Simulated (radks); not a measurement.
Pd+, 45 electrons, occupied as [Kr] 4d8 5p1 (not the ground configuration). Method: scalar-relativistic Kohn-Sham, PBEsol, spin-polarised, spherical densities, finite nucleus; open shells are filled with parallel spins first (spin-orbit coupling, left out, can overturn this in heavy ions); Fermi nuclear charge, rms radius 4.5318 fm; computed with a radial shooting solver on a logarithmic mesh with Libxc functionals.

Normalised radial functions P(r) = r R(r), r in bohr:

```
   r/bohr * 4s up, o 4p down (the largest magnitude, 1.2, reaches the edge; | marks zero, & curves that meet)
 0.004098                             o  *
  0.00551                             o   *
 0.007408                             |o   *
  0.00988                             |o   *
  0.01328                             |o    *
  0.01786                             | o   *
  0.02401                             |   o*
  0.03203                             |  * o
  0.04306                            *|      o
  0.05789                        *    |        o
  0.07783                    *        |        o
   0.1038                    *        |     o
   0.1396                         *   |o
   0.1876                      o      |    *
   0.2523                o            |             *
   0.3365                 o           |            *
   0.4524                            o*
   0.6082           *                 |              o
   0.8112  *                          |                        o
    1.091      *                      |                      o
    1.466                 *           |              o
    1.971                         *   |     o
    2.629                            *| o
    3.535                             &
    4.753                             &
     6.39                             &
    8.523                             &
    11.46                             &
```

4s up: eigenvalue -102.92 eV, 3 radial nodes at r = 0.0401, 0.161, 0.452 bohr, <r> = 0.943 bohr, 90 % of the charge inside 1.37 bohr. 4p down: eigenvalue -67.097 eV, 2 radial nodes at r = 0.143, 0.457 bohr, <r> = 1.03 bohr, 90 % of the charge inside 1.53 bohr.
